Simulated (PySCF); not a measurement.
CH₂Li₂, SMILES [CH2]([Li])[Li].

Coordinates come from a r2SCAN-D4/def2-TZVPD optimisation.

Computed with PBE/def2-TZVPD in PySCF.

Gas-phase values at a fixed geometry.

Task: Estimate the frontier levels, gap, dipole moment and polarisability. (Estimate from the structure and the level; the computed values follow.)

Result: 
```yaml
highest_occupied_level: -2.60 eV
lowest_empty_level: -1.52 eV
orbital_gap: 1.08 eV
dipole_moment: 4.88 D
quadrupole, principal values (traceless, Buckingham form, about the centre of nuclear charge): -8.58, -5.29, 13.87 D·Å
mean_static_polarisability: 139.6 bohr³ (20.69 Å³)
polarisability_principal_values: 73.2, 84.3, 261.5 bohr³
```
